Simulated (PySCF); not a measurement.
**Excited states of Mg (magnesium, neutral)**

Ground state [Ne] 3s2, ¹S. Calculation: PySCF 2.14, in x2c-SVPall with two added diffuse shells each of s, p type (6s5p1d, 26 functions); scalar relativity by spin-free X2C-1e. Vertical excitation energies in eV without spin-orbit coupling; excited terms of each kind are numbered among those the solver found. Frozen: [He] 2s2.

```tsv
term	leading excitation	EOM-EE-CCSD	measured centre of gravity (NIST)
1 3P°	3s → p	2.558	2.714 (3s3p)
1 1P°	3s → p	4.298	4.346 (3s3p)
1 3S	3s → s	4.978	5.108 (3s4s)
1 1S	3s → s	5.258	5.394 (3s4s)
2 3P°	3s → p	5.811	n/a
2 1P°	3s → p	6.006	n/a
2 3S	3s → s	6.297	n/a
2 1S	3s → s	6.408	n/a
```

Only the lower part of the computed list is shown. Doubly excited terms such as np² are absent. The solver can miss terms. Rydberg members are limited by the diffuse functions of the basis.
